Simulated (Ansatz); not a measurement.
Consider the substitution at a C–C bond: `CC(C)CCCl` + `N=C1O[SiH]1O` → `CO[SiH]1OC1=N` + `CCCCCl`.

Isolated molecules relaxed with PBE0-D4/def2-TZVP in Ansatz; ΔE leaves out vibrations. CCSD(T)/CBS is the MP2 limit (def2-TZVPP, def2-QZVPP) plus CCSD(T) − MP2 in def2-TZVPP, frozen cores. DFT in def2-TZVPP. B3LYP here is the variant with VWN-RPA as its local correlation; programs differ in this. Each species was taken in one conformer, which may not be the lowest.

```csv
level,ΔE (kJ/mol),difference from CCSD(T)/CBS
PBE-D4,53.4,-5.6
B3LYP-D4,48.2,-10.8
ωB97M-V,55.9,-3.1
PBE,50.1,-8.9
r2SCAN,53.9,-5.1
PBE0,52.5,-6.5
B3LYP,43.1,-15.9
CCSD(T)/def2-TZVPP,57.7,-1.3
MP2/def2-QZVPP,65.2,6.2
MP2/CBS(def2),65.9,6.9
CCSD(T)/CBS,59.0,0
```

Largest T1 diagnostic among the species: 0.016.

In def2-TZVPP, CCSD(T) changes the Hartree–Fock value by +19.6 kJ/mol (the triples alone add +2.0 kJ/mol) and MP2 by +26.6 kJ/mol. The D4 term adds +5.1 kJ/mol with B3LYP and +2.8 kJ/mol with PBE0; it sums over pairs of atoms, weighted by their polarisabilities, and B3LYP, whose exchange is more repulsive, gets the larger term.
